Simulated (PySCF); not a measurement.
C2H7ClGeO.
Geometry (PBE0-D3(BJ)/def2-SVP, Å), atoms numbered from 1 in this order:
```
atom  x, y, z in Å
C1    -1.7699    0.4771    0.0461
O2    -1.2007   -0.7880    0.2284
Ge3    0.4502   -1.1208   -0.3411
C4     1.6126    0.3870    0.1493
Cl5    1.4860    0.7376    1.8958
H6    -1.2535    1.2563    0.6382
H7    -1.7782    0.7988   -1.0146
H8    -2.8173    0.4402    0.3856
H9     0.4547   -1.2594   -1.8815
H10    0.8651   -2.4100    0.3735
H11    1.3289    1.2949   -0.4014
H12    2.6632    0.1601   -0.0832
```

Method: PBE0-D3(BJ)/def2-SVP geometry optimisation, gas phase (PySCF 2.14.0).

Masses are those of the commonest isotopes; rigid-rotor values at the optimised geometry. The values belong to one conformer with, in the numbering `[CH3:1][O:2][GeH2:3][CH2:4][Cl:5]`, C1–O2–Ge3–C4 44°, O2–Ge3–C4–Cl5 53°.

**Question.** What are A, B and C (MHz)?

**Answer.** Ia = 153.61, Ib = 295.55, Ic = 399.31 u·Å²; 505379 MHz·u·Å²/I gives A = 3290, B = 1710, C = 1266 MHz.

**Question.** Classify the top.

**Answer.** An asymmetric top: κ = (2 × 1710 − 3290 − 1266)/(3290 − 1266) = -0.56.

**Question.** Is it planar, by Δ = Ic − Ia − Ib?

**Answer.** Not planar: Δ = Ic − Ia − Ib = -49.85 u·Å². For a rigid frame Δ = −2 Σ m c², so Σ m c² = 24.92 u·Å² lies off the ab plane: 9.32 from hydrogen and 15.60 from heavier atoms. The atom farthest from that plane is 1.78 Å away.

**Question.** Which types of transition are allowed, and where do some lines up to J = 5 fall?

**Answer.** The dipole components are |μa| = 0.23 D, |μb| = 1.08 D, |μc| = 2.08 D. Intensities carry the squares of the components, which stand as 0.01 : 0.27 : 1.00 (a : b : c). Some lines, for components of 0.1 D or more:

| type | branch | J(Ka,Kc) | MHz | lower level (cm⁻¹) |
| --- | --- | --- | --- | --- |
| b | Q | 2(2,0) ← 2(1,1) | 4822 | 0.380 |
| b | Q | 5(3,2) ← 5(2,3) | 7657 | 1.795 |
| a | R | 4(1,4) ← 3(1,3) | 10876 | 0.610 |
| c | R | 3(2,1) ← 2(1,1) | 14057 | 0.380 |
| a | R | 5(3,2) ← 4(3,1) | 15257 | 1.542 |
| b | R | 3(2,1) ← 2(1,2) | 15390 | 0.336 |
| c | R | 4(1,3) ← 3(0,3) | 16066 | 0.583 |
| c | R | 5(2,3) ← 4(1,3) | 20297 | 1.118 |
| b | R | 4(3,1) ← 3(2,2) | 21164 | 0.836 |
| b | R | 4(4,1) ← 3(3,0) | 24526 | 1.138 |
| c | R | 4(4,0) ← 3(3,0) | 24527 | 1.138 |
| b | R | 5(3,2) ← 4(2,3) | 24582 | 1.231 |
| b | R | 5(5,0) ← 4(4,1) | 31112 | 1.957 |

**Question.** Estimate the classical rotational partition function at 25 K, 50 K and 500 K.

**Answer.** Point group C1, symmetry number σ = 1; q = (√π/σ)·√((kT/h)³/(ABC)), k/h = 20836.6 MHz/K: 7900 at 25 K, 22300 at 50 K, 706000 at 500 K.

PBE0-D3(BJ)/def2-SVP frequencies: not computed here. These are rigid-rotor constants of the computed structure; measured ground-state constants (B0) also hold zero-point vibration. A rigid rotor knows nothing of internal rotation, which can split or shift real lines. Quadrupole hyperfine structure (35Cl) is left out.
